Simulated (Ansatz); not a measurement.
Consider the ligand exchange at a B–O bond: `CBOC` + `O[SiH2][SiH3]` → `CBO[SiH2][SiH3]` + CH₃OH.

Gas-phase electronic energies from Ansatz, PBE0-D4/def2-TZVP geometries. CBS: MP2 limit from def2 TZ/QZ plus the TZ coupled-cluster correction, frozen cores. This one scheme is used for every species. DFT in def2-TZVPP. One conformer a species, not always the lowest.

```
             level  ΔE (kJ/mol)  difference from CCSD(T)/CBS
       LDA (SPW92)         19.9                          8.8
           PBE0-D4         11.6                          0.5
        r2SCANh-D4         12.8                          1.7
           ωB97X-V         11.7                          0.6
               PBE         18.8                          7.7
              BLYP         19.8                          8.7
           r2SCANh         14.4                          3.3
           r2SCAN0         13.4                          2.3
             BHLYP         13.7                          2.6
RPA@PBE/def2-TZVPP         11.5                          0.4
       HF/def2-SVP          6.3                         -4.8
     CCSD/def2-SVP         10.8                         -0.3
  CCSD(T)/def2-SVP         11.4                          0.3
CCSD(T)/def2-TZVPP         12.0                          0.9
     HF/def2-QZVPP          9.2                         -1.9
      HF/CBS(def2)          9.1                         -2.0
       CCSD(T)/CBS         11.1                            0
```

Q: What do rigid-rotor, harmonic-oscillator terms from PBE0-D4/def2-TZVP frequencies (298.15 K, 1 bar) make of the CCSD(T)/CBS value? (An estimate is asked.)

A: The calculation gave: ΔZPE = -0.2 kJ/mol, ΔH = +11.9 kJ/mol, ΔS = 6 J/(mol·K), ΔG = +10.3 kJ/mol. Modes under 50 cm⁻¹ make the entropy rough.

Largest T1 diagnostic among the species: 0.013.

Leaving LDA and LC-ωPBE aside and taking each functional with its dispersion term where it has one, the values, not all of them listed here, spread over 7.9 kJ/mol, from BHLYP-D4 to B2PLYP. The D4 term adds −6.8 kJ/mol with B3LYP and −4.1 kJ/mol with PBE0; it sums over pairs of atoms, weighted by their polarisabilities, and B3LYP, whose exchange is more repulsive, gets the larger term.

B3LYP here is the variant with VWN-RPA as its local correlation; programs differ in this.
